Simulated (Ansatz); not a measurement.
Geometry optimisation, Ansatz, RKS revPBE/def2-SVP.

input.yaml

```yaml
crystal:
  periodic: [false, false, false]
  atoms:
    - { symbol: Al, position_ang: [0.0, 0.0, 0.0] }
    - { symbol: H, position_ang: [0.0, 0.0, 1.56] }
    - { symbol: O, position_ang: [1.5415, 0.0, -0.89] }
    - { symbol: H, position_ang: [1.8414, -0.9519, -1.0449] }
    - { symbol: O, position_ang: [-1.5415, 0.0, -0.89] }
    - { symbol: Si, position_ang: [-2.6907, -1.2238, -0.8267] }
    - { symbol: H, position_ang: [-2.2881, -2.2198, 0.162] }
    - { symbol: H, position_ang: [-3.9833, -0.6595, -0.4496] }
    - { symbol: H, position_ang: [-2.8007, -1.8572, -2.1376] }
basis:
  gaussian: { orbitals: def2-SVP }
hamiltonian:
  xc: revpbe
relax:
  f_tol: 0.02
  max_steps: 40
output:
  orbitals: {}
```

Run as:

```bash
$ ansatz run input.yaml --threads 2 --pin off --max-ram 3072MiB --backend cpu --events-out ev --progress --plain --runs-dir out
```

Q: Where does it end, and by what steps?

A: The run converged. The force dipped under the threshold on the way, but the program's further checks kept it going. After 13 steps the energy has fallen by 0.522 eV; O5 moved furthest, 0.97 Å.

```tsv
step	energy less start (eV)	largest force component (eV/Å)	accepted
0	0.0000	1.563	yes
1	-0.1481	0.933	yes
2	-0.2111	0.390	yes
3	-0.3045	0.285	yes
4	-0.3815	0.518	yes
5	-0.4555	0.510	yes
6	-0.5121	0.198	yes
7	-0.5203	0.073	yes
8	-0.5215	0.018	yes
9	-0.5215	0.101	no
10	-0.5218	0.013	yes
11	-0.5221	0.023	yes
12	-0.5221	0.025	no
13	-0.5223	0.009	yes
```

```xyz
9
Properties=species:S:1:pos:R:3
Al 0.169 -0.034 0.196
H 0.187 0.764 1.562
O 1.651 -0.123 -0.672
H 1.749 -0.590 -1.517
O -1.260 -0.783 -0.397
Si -2.752 -1.391 -0.820
H -3.016 -2.685 -0.092
H -3.845 -0.412 -0.473
H -2.805 -1.659 -2.303
```

Whether the end is a true minimum wasn't checked by a vibrational analysis.

Run time: 20 s on 2 threads of Arm Neoverse V2, with other jobs on the host, peak memory 0.12 GiB.
